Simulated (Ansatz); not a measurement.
Reaction (ligand exchange at the Si–S bond): `F[SiH](F)S[SiH2]Cl` + `C[NH][GeH2][Cl]` → `C[N]([SiH2]Cl)[GeH2][Cl]` + `F[SiH](F)S`

Isolated molecules relaxed with PBE0-D4/def2-TZVP in Ansatz; ΔE leaves out vibrations. CCSD(T)/CBS adds triple-zeta CCSD(T) − MP2 to the extrapolated MP2 energy (def2 sets, frozen cores). For Ge outer-core shells are correlated without core-valence functions, which leaves a few kJ/mol of doubt a bond. Scalar relativity is left out up to krypton. Each species was taken in one conformer, which may not be the lowest.

| species | HF/def2-TZVPP energy (Eh) |
| --- | --- |
| `F[SiH](F)S[SiH2]Cl` | -1635.91769 |
| `C[NH][GeH2][Cl]` | -2630.77947 |
| `C[N]([SiH2]Cl)[GeH2][Cl]` | -3379.90340 |
| `F[SiH](F)S` | -886.79670 |

**Question.** Work out ΔE.

**Answer.** ΔE = (-3379.90340) + (-886.79670) − (-1635.91769) − (-2630.77947) = -0.00294 Eh = -1.8 kcal/mol. CCSD(T)/CBS gives -1.4 kcal/mol.

Largest T1 diagnostic among the species: 0.012.
